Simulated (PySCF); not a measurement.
## C10H9ClSi, SMILES `[SiH3]c1c(Cl)ccc2ccccc12` (charge 0, multiplicity 1)

Calculation: PBE-D3(BJ)/def2-TZVP // PBE0-D4/def2-SVP (PySCF).

```
Property                                                      Result
--------------------------------------  ----------------------------
HOMO                                                        -5.69 eV
dipole moment                                                 2.00 D
HOMO–LUMO gap                                                3.28 eV
LUMO                                                        -2.42 eV
S1 excitation (TDA)                                          3.98 eV
S1 oscillator strength                                         0.033
T1 excitation (TDA)                                          2.86 eV
S1–T1 gap (TDA)                                              1.12 eV
vertical ionisation energy (Delta-SCF)                       7.92 eV
total energy                                           -1135.5272 Ha
cost                                    very roughly 40 core-minutes
```

Bond lengths (Å): Si1–C2 1.894, Si1–H13 1.492, Si1–H14 1.492, Si1–H15 1.492, C2–C3 1.384, C2–C12 1.436, C3–Cl4 1.742, C3–C5 1.412, C5–C6 1.370, C5–H16 1.091, C6–C7 1.417, C6–H17 1.093, C7–C8 1.418, C7–C12 1.433, C8–C9 1.374, C8–H18 1.093, C9–C10 1.411, C9–H19 1.092, C10–C11 1.376, C10–H20 1.093, C11–C12 1.421, C11–H21 1.090. Bond angles (°): C2–Si1–H13 110.1, C2–Si1–H14 110.1, C2–Si1–H15 111.2, H13–Si1–H14 109.5, H13–Si1–H15 107.9, H14–Si1–H15 107.9, Si1–C2–C3 117.4, Si1–C2–C12 125.2, C3–C2–C12 117.4, C2–C3–Cl4 119.9, C2–C3–C5 123.5, Cl4–C3–C5 116.6, C3–C5–C6 119.0, C3–C5–H16 119.4, C6–C5–H16 121.6, C5–C6–C7 121.0, C5–C6–H17 120.1, C7–C6–H17 119.0, C6–C7–C8 120.9, C6–C7–C12 119.4, C8–C7–C12 119.8, C7–C8–C9 121.0, C7–C8–H18 118.5, C9–C8–H18 120.5, C8–C9–C10 119.6, C8–C9–H19 120.4, C10–C9–H19 120.0, C9–C10–C11 120.7, C9–C10–H20 119.7, C11–C10–H20 119.6, C10–C11–C12 121.5, C10–C11–H21 119.4, C12–C11–H21 119.1, C2–C12–C7 119.8, C2–C12–C11 122.8, C7–C12–C11 117.5.
Charge 0, spin multiplicity 1.
